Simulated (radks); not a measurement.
Al, configuration [Ne] 3s2 3p0.5 3d0.5 (fractional occupations, a model configuration).

All-electron calculation, scalar-relativistic Kohn-Sham, PBE, spin-unpolarised, spherical densities, point nucleus. Program: a radial shooting solver on a logarithmic mesh with Libxc functionals.

Energy parts (hartree):
total: -242.62098
kinetic: 243.06953
electron-nucleus: -579.11193
Hartree: 111.78190
exchange-correlation: -18.36047

Orbitals (lengths in bohr, moments of r in powers of bohr; r(max) is where P^2 peaks; r(90%) holds 90 % of the orbital's charge):
| orbital | occ. | eigenvalue (hartree) | r(90%) | <r> | <r^4> | r(max) |
|---|---|---|---|---|---|---|
| 1s | 2 | -55.63252 | 0.215 | 0.1202 | 0.0009829 | 0.07835 |
| 2s | 2 | -4.07186 | 0.991 | 0.6260 | 0.4156 | 0.4965 |
| 2p | 6 | -2.65637 | 1.02 | 0.6033 | 0.4923 | 0.4286 |
| 3s | 2 | -0.36328 | 3.75 | 2.466 | 84.52 | 2.056 |
| 3p | 0.5 | -0.16604 | 4.97 | 3.169 | 265.7 | 2.520 |
| 4s | 0 | -0.04578 | 13.8 | 9.025 | 14410 | 7.131 |
| 4p | 0 | -0.02620 | 18.4 | 12.77 | 48760 | 11.72 |
| 3d | 0.5 | -0.01594 | 20.1 | 13.26 | 67700 | 12.90 |

The highest occupied level is 3d at -0.434 eV. The configuration is held as typed, so some empty levels lie below it. Summed over all electrons, <r^2> = 126.0 bohr^2, which gives a Langevin (diamagnetic) susceptibility term of -99.8 x 10^-6 cm^3/mol. The density falls to 0.001 e/bohr^3 at r = 4.26 bohr.
